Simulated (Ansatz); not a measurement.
Gas-phase electronic energies from Ansatz, PBE0-D4/def2-TZVP geometries. CCSD(T)/CBS is the MP2 limit (def2-TZVPP, def2-QZVPP) plus CCSD(T) − MP2 in def2-TZVPP, frozen cores. This one scheme is used for every species. Functionals use def2-TZVPP. B3LYP here is the variant with VWN-RPA as its local correlation; programs differ in this. Each species was taken in one conformer, which may not be the lowest.

Reaction (ligand exchange at the Si–C bond): `N[SiH2]C=O` + `N[SiH2]S` → `N[SiH2]S[SiH2]N` + `C=O`

CCSD(T)/CBS gives -0.99 eV.

Q: Another level gave -0.89 eV. Which?
A. B3LYP/def2-TZVPP
B. PBE/def2-TZVPP
C. PBE0/def2-TZVPP
D. r2SCAN-D4/def2-TZVPP

A: B. PBE -0.89, r2SCAN-D4 -0.97, B3LYP -0.83, PBE0 -0.93 eV.

Largest T1 diagnostic among the species: 0.015.

The D4 term adds −0.13 eV with B3LYP and −0.07 eV with PBE0; it sums over pairs of atoms, weighted by their polarisabilities, and B3LYP, whose exchange is more repulsive, gets the larger term. In def2-TZVPP, CCSD(T) changes the Hartree–Fock value by −0.11 eV (the triples alone add −0.03 eV) and MP2 by −0.19 eV.
